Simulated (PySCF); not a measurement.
# C₆ coefficients of unlike pairs at UHF

Calculated with PySCF 2.14 from the dipole response of each species, C₆(A,B) = (3/π) ∫ α_A(iu) α_B(iu) du, in atomic units, from isotropic polarisabilities. For ions this is the dispersion term alone; charge-induced terms of lower order in 1/R come first.

```tsv
species	configuration	basis	relativity	α (bohr³)	C₆ (like pair)
C⁺	[He] 2s2 2p1 (2P)	dyall-av2z (11s7p2d)	none	6.291	14.91
P⁺	[Ne] 3s2 3p2 (3P)	aug-cc-pV(5+d)Z (8s7p6d4f3g2h)	none	14.47	74.98
O²⁺	[He] 2s2 2p2 (3P)	aug-cc-pVQZ with one added diffuse shell each of s, p, d, f, g type (7s6p5d4f3g)	none	1.803	2.358
Hg	[Xe] 4f14 5d10 6s2 (1S)	def2-TZVPPD with the def2 core potential (60 electrons) (6s6p3d2f1g)	core potential	43.99	415.5
```

(1) Estimate C₆ for O²⁺ with P⁺.

No spin-orbit coupling is included.

The other pairs:

```json
{"pair": "O²⁺, C⁺", "C₆": "5.630"}
{"pair": "Hg, O²⁺", "C₆": "27.94"}
{"pair": "Hg, P⁺", "C₆": "173.0"}
{"pair": "Hg, C⁺", "C₆": "76.79"}
{"pair": "P⁺, C⁺", "C₆": "33.35"}
```

## Answers

(1) The integral gives 12.35. The combination rule 2 C_A C_B / (C_A α_B/α_A + C_B α_A/α_B) gives 12.51 and the geometric mean 13.30.
